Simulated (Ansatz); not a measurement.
Cost and result for the atomization energy of BGaH7NSi (11 atoms, 10 bonds).

Cartesian coordinates in Å:
```
N 0.028 -0.854 0.905
B 0.947 -1.820 0.351
Ga 0.836 -0.167 -1.299
Si -0.671 1.801 -0.822
H -0.972 -0.970 0.866
H 0.308 -0.167 1.587
H 2.091 -1.770 0.697
H 0.490 -2.776 -0.205
H -0.712 2.826 -1.907
H -2.088 1.372 -0.597
H -0.259 2.524 0.423
```

Total charge 0; spin multiplicity 1. Correlated methods include outer-core shells of Ga, which these sets cover unevenly. Scalar relativity is left out up to krypton. The bonds changed during the relaxation, so this is another structure than the one it started from. The geometry is a stationary point of PBE0-D4/def2-TZVP. It is one conformer, not always the lowest. Program: Ansatz. All runs use 4 threads of an Arm Neoverse V1 on a shared host. Times are those of one run each, without the atoms' runs, and a repeat can differ threefold. Electronic energies, without spin–orbit coupling; frozen cores. CCSD(T)/CBS adds CCSD(T) − MP2 in def2-TZVPP to the MP2 limit, and its time is that of the two runs behind it. T1 = 0.016. With those shells the extrapolation isn't a true limit. B3LYP takes the VWN-RPA correlation (the form of Gaussian; ORCA's B3LYP/G).

CCSD(T)/CBS is a level of theory with its own doubt, some kJ/mol a heavy atom from the limit and from the frozen cores, so smaller differences don't rank the functionals.

```
                             level  functions  wall time  atomization (kJ/mol)  difference from CCSD(T)/CBS  per bond
   PBE-D4/def2-TZVPP (with forces)        250      2.7 s                3358.3                         37.7       3.8
                PBE0-D4/def2-TZVPP        250      3.4 s                3312.5                         -8.1      -0.8
r2SCAN-D4/def2-TZVPP (with forces)        250        5 s                3334.1                         13.5       1.4
 B3LYP-D4/def2-TZVPP (with forces)        250        5 s                3340.8                         20.2       2.0
                 B2PLYP/def2-TZVPP        250      6.5 s                3283.7                        -36.9      -3.7
                ωB97X-V/def2-TZVPP        250        9 s                3331.9                         11.3       1.1
  ωB97M-V/def2-TZVPP (with forces)        250       13 s                3328.5                          7.9       0.8
                    MP2/def2-QZVPP        483       27 s                3281.3                        -39.3      -3.9
                CCSD(T)/def2-TZVPP        250    2.5 min                3236.7                        -83.9      -8.4
                 CCSD(T)/CBS(def2)          –    2.9 min                3320.6                          0.0       0.0
```

From PBE to PBE0 (25 % exact exchange), in def2-TZVPP and without D4, the atomization energy moves by −42.3 kJ/mol: exact exchange takes away binding that semilocal exchange gives to molecules. In def2-TZVPP, CCSD(T) changes the Hartree–Fock value by +827.7 kJ/mol (the triples alone add +45.2 kJ/mol) and MP2 by +823.2 kJ/mol; breaking electron pairs costs correlation energy, which Hartree–Fock lacks. The D4 term adds +37.8 kJ/mol with B3LYP and +19.8 kJ/mol with PBE0; it sums over pairs of atoms, weighted by their polarisabilities, and B3LYP, whose exchange is more repulsive, gets the larger term.
